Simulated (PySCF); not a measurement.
2-methylidene-1,3-dithiole (C4H4S2), SMILES C=C1SC=CS1. The structure is a stationary point at TPSSh-D3(BJ)/def2-SVP.

Computed equilibrium geometry at TPSSh-D3(BJ)/def2-SVP (PySCF confirms it by a frequency run) as Cartesian coordinates in Å, and its point group:
point group C2v.
```xyz
10

C      0.0000     0.0000     2.2948
C      0.0000     0.0000     0.9482
S      0.0000     1.4850    -0.0358
C      0.0000     0.6722    -1.5880
C      0.0000    -0.6722    -1.5880
S      0.0000    -1.4850    -0.0358
H      0.0000    -0.9360     2.8551
H      0.0000     0.9360     2.8551
H      0.0000     1.2952    -2.4830
H      0.0000    -1.2952    -2.4830
```
Charge 0, spin multiplicity 1.
